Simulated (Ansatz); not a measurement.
The O6–H7 bond of CH4OSn (SMILES [CH3][Sn][OH]) is stretched (multiplicity 1, the rest rigid).
Geometry at rest (charge 0, multiplicity 1):
```xyz
7

Sn     0.0224    -0.0636     0.3886
C      0.4195     1.6072    -0.9817
H     -0.2020     2.4693    -0.7259
H      0.2008     1.2878    -2.0005
H      1.4642     1.9210    -0.9117
O     -0.5375    -1.2505    -1.1305
H     -0.7986    -2.1366    -0.8572
```

Correlated levels freeze the cores. Filled d and f shells under p-block atoms count as core.

Run with Ansatz (a first-principles code) with Gaussian orbitals. Each number belongs to the level named beside it. In def2 rows elements past Kr take small-core potentials, without spin–orbit coupling.

FIC-MRCISD+Q on CASSCF(4,3)/def2-TZVPP, total energies (hartree):

| R (Å) | CASSCF | MRCISD | weight c² of the reference |
|---|---|---|---|
| 0.963 | -328.495582 | -328.952496 | 0.88062 |
| 1.686 | -328.379722 | -328.823339 | 0.87879 |
| 3.083 | -328.336317 | -328.770114 | 0.88008 |

Task: Add the Davidson correction (E_MRCISD − E_CASSCF)(1 − c²)/c² and give the energies above the first point at the three levels.

Result: 
Corrections (hartree): -0.061940, -0.061186, -0.059108. Above the first point (kcal/mol):
- R = 1.686 Å: CASSCF 72.7, MRCISD 81.0, with the correction 81.5
- R = 3.083 Å: CASSCF 99.9, MRCISD 114.4, with the correction 116.2

Doubts at one or more of the structures used: active orbitals that take no part (FIC-MRCISD+Q on CASSCF(4,3)/def2-TZVPP).
